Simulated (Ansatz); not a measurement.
Computed with Ansatz.

A structure relaxed at PBE0-D4/def2-TZVP, charge 0, multiplicity 1:

Cartesian coordinates in Å:
```
O -1.567 -0.161 -1.759
Sn -0.475 -0.909 -0.316
Cl 1.391 -1.891 -1.350
Si 0.657 0.893 1.137
F -0.439 1.653 2.024
H -1.083 0.429 -2.342
H -1.445 -2.153 0.313
H 1.644 0.259 2.044
H 1.317 1.880 0.249
```

Question: Give its formula and SMILES.

Answer: ClFH4OSiSn, `[OH][SnH]([Cl])[SiH2]F`.

Question: Summarise the bond lengths by kind.

Answer: 1 × O–Sn 1.958 Å; 1 × H–O 0.960 Å; 1 × Cl–Sn 2.348 Å; 1 × Si–Sn 2.578 Å; 1 × H–Sn 1.699 Å; 1 × F–Si 1.601 Å; 2 × H–Si 1.482 to 1.483 Å.
